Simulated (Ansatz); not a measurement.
**How methods differ on SnH4 (SMILES [H][Sn]([H])([H])[H])**

The species is SnH4 (5 atoms), meant as a singlet with charge 0. As SMILES, `[H][Sn]([H])([H])[H]`. The shape comes from GFN2-xTB, which is rough for such elements, and wasn't checked as a minimum.

```xyz
5

Sn   -0.0010   -0.0002   -0.0005
H     0.0120   -0.0185    1.6382
H     1.5407    0.0108   -0.5549
H    -0.7797    1.3421   -0.5271
H    -0.7720   -1.3341   -0.5557
```

Quantity: the energy change with the Sn1–H2 bond stretched from 1.639 to 2.049 Å, in eV. The values are calculated.

```tsv
level	kind	program	value (eV)	less FCI/STO-3G	CPU time (all runs)
SVWN5/STO-3G (restricted)	LDA	Ansatz	1.02	+0.15	2.1 s
BLYP/STO-3G (restricted)	GGA	Ansatz	0.92	+0.05	3 s
BHLYP/STO-3G (restricted)	global hybrid	Ansatz	1.11	+0.24	3 s
HSE06/STO-3G (restricted)	range-separated hybrid	Ansatz	1.01	+0.14	3.7 s
wB97X/STO-3G (restricted)	range-separated hybrid	Ansatz	1.06	+0.19	13 s
B2PLYP/STO-3G (restricted)	double hybrid	Ansatz	1.03	+0.16	4.3 s
MP2/STO-3G (restricted)	perturbation theory	Ansatz	1.03	+0.16	0.89 s
CCSD(T)/STO-3G (restricted)	coupled cluster or CI	Ansatz	0.87	0.00	1 s
FCI/STO-3G	exact in the basis	Ansatz	0.87	0.00	3.1 s
```

FCI/STO-3G is exact within its basis and frozen core, so for wave-function methods in that basis the difference is their error; functionals converge differently with the basis, so for them it is only a difference. All-electron rows without a relativistic Hamiltonian named are non-relativistic. The first shape isn't each level's own minimum. The values span 0.87 to 1.11 eV. All rows use very small basis sets, so even the best lies far from the true value. In the correlated wave-function rows the outer d shell of Sn is correlated, in sets not made for it. CPU times are rough (shared hosts, several kinds of processor): they show what a rung costs within a factor of a few.
